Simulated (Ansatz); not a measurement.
Conformers of BrH2InOS, SMILES `[OH][In]([SH])[Br]`, each relaxed with PBE0-D4/def2-TZVP in Ansatz. CBS adds the triple-zeta coupled-cluster correction to the MP2 limit.

Elements past krypton have def2 core potentials. Outer-core shells of Br, In are correlated without core-valence functions. Scalar relativity is left out up to krypton. Spin–orbit coupling is left out.

Not all of them had a frequency check.

Conformer A:

Cartesian coordinates in Å:
```
O 0.303 -1.748 -0.188
In -0.537 -0.042 0.330
S 0.337 2.094 -0.202
Br -2.610 -0.252 1.603
H 1.114 -1.631 -0.690
H 1.394 1.579 -0.854
```

Conformer B:

Z-matrix (Å, degrees):
```
In
S 1 2.354
Br 1 2.456 2 122.9
O 1 1.971 2 119.7 3 -180.0
H 2 1.346 1 91.9 3 -180.0
H 4 0.961 1 112.2 2 180.0
```

Conformer C:

Z-matrix (Å, degrees):
```
In
S 1 2.367
Br 1 2.447 2 121.2
O 1 1.968 2 123.3 3 180.0
H 2 1.344 1 92.2 3 0.1
H 4 0.961 1 112.9 2 0.0
```

**Question.** Which is lowest in electronic energy at CCSD(T)/CBS (frozen core, def2 sets), and by how much? (An estimate is asked.)

**Answer.** Computed: B; A lies 5.0 kJ/mol higher, C lies 3.2 kJ/mol higher.

**Question.** Give the energies relative to B (kJ/mol) with B3LYP-D4/def2-TZVPP, ωB97X-V/def2-TZVPP, r2SCAN/def2-TZVPP, PBE0/def2-TZVPP, B3LYP/def2-TZVPP, CCSD/def2-TZVPP, CCSD/CBS(def2). (An estimate is asked.)

**Answer.** Computed: 
```json
{"level": "B3LYP-D4/def2-TZVPP", "A": "5.7", "C": "3.7"}
{"level": "ωB97X-V/def2-TZVPP", "A": "5.9", "C": "3.7"}
{"level": "r2SCAN/def2-TZVPP", "A": "6.0", "C": "3.8"}
{"level": "PBE0/def2-TZVPP", "A": "6.0", "C": "3.7"}
{"level": "B3LYP/def2-TZVPP", "A": "5.8", "C": "3.9"}
{"level": "CCSD/def2-TZVPP", "A": "5.5", "C": "3.5"}
{"level": "CCSD/CBS(def2)", "A": "5.1", "C": "3.3"}
```

B3LYP here is the variant with VWN-RPA as its local correlation; programs differ in this.
